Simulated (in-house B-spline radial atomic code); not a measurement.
Radial electron density of the chromium ion Cr⁶⁺, [Ne] 3s2 3p6. Computed with an all-electron radial atomic-structure program (B-spline basis): scalar-relativistic (X2C) AM05, spin-polarised, spherical fractional occupations, Fermi nucleus of rms radius 3.6452 fm.

Columns: r (bohr), 4πr²n(r) (electrons per bohr), bar.

```
 0.00238    0.742 #
 0.00283    1.008 #
 0.00337    1.369 ##
 0.00401    1.848 ###
 0.00478    2.488 ###
 0.00569    3.321 #####
 0.00677    4.396 ######
 0.00806    5.772 ########
  0.0096    7.499 ###########
  0.0114    9.576 #############
  0.0136    12.11 #################
  0.0162       15 #####################
  0.0193    18.17 ##########################
   0.023    21.43 ##############################
  0.0274    24.49 ##################################
  0.0326    26.95 ######################################
  0.0388    28.47 ########################################
  0.0462    28.73 ########################################
   0.055    27.69 #######################################
  0.0655    25.69 ####################################
   0.078    23.52 #################################
  0.0929    22.23 ###############################
   0.111    22.74 ################################
   0.132     25.2 ###################################
   0.157    28.66 ########################################
   0.187    31.28 ############################################
   0.222    31.07 ############################################
   0.265    27.06 ######################################
   0.315    20.45 #############################
   0.375    13.75 ###################
   0.447    9.713 ##############
   0.532    9.245 #############
   0.634    10.72 ###############
   0.755    11.48 ################
   0.899    10.03 ##############
    1.07    6.858 ##########
    1.27    3.636 #####
    1.52    1.377 ##
    1.81   0.3833 #
    2.15  0.07491 
    2.56 0.009227 
    3.05 0.0006694
```

On this grid the curve has 3 maxima, near 0.0462, 0.187, 0.755 bohr.

The 3p up radial function P(r) = rR(r), positive near the nucleus:

```csv
r (bohr),P
0.00283,0.001561
0.00401,0.002988
0.00569,0.005735
0.00806,0.01093
0.0114,0.02061
0.0162,0.03868
0.023,0.07096
0.0326,0.1258
0.0462,0.2133
0.0655,0.3389
0.0929,0.4894
0.132,0.6113
0.187,0.5948
0.265,0.3161
0.375,-0.2442
0.532,-0.8746
0.755,-1.17
1.07,-0.9277
1.52,-0.4284
2.15,-0.1035
3.05,-0.01012
```
